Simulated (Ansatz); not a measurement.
Basis-set extrapolation for BH$_{6}$NOSi (`NBO[SiH3]`) (PBE0-D4/def2-TZVP geometry, frozen core, the Gaussian-basis code of Ansatz). Multiplicity 1, RHF reference.

```
                      def2-TZVPP   def2-QZVPP
                 HF  -446.643089  -446.660559
    MP2 correlation    -0.674440    -0.724957
CCSD(T) correlation    -0.737011      not run
```

Energies in hartree. Use E(X) = E(∞) + A·exp(−7.88·√X) for Hartree–Fock and E(X) = E(∞) + B·X^(−2.97) for correlation, with X = 3 and 4, and add CCSD(T) minus MP2 of the smaller set to the MP2 limit.

Problem. What is the CCSD(T) energy at the basis-set limit?

Solution. HF limit: -446.660559 + (-0.017470) × 0.13774 = -446.66297. MP2 limit: -0.724957 + (-0.050517) × 0.74074 = -0.76238. Higher-order term: -0.737011 − (-0.674440) = -0.06257. Total: -447.48792 hartree, 67.7 kcal/mol below CCSD(T)/def2-TZVPP.
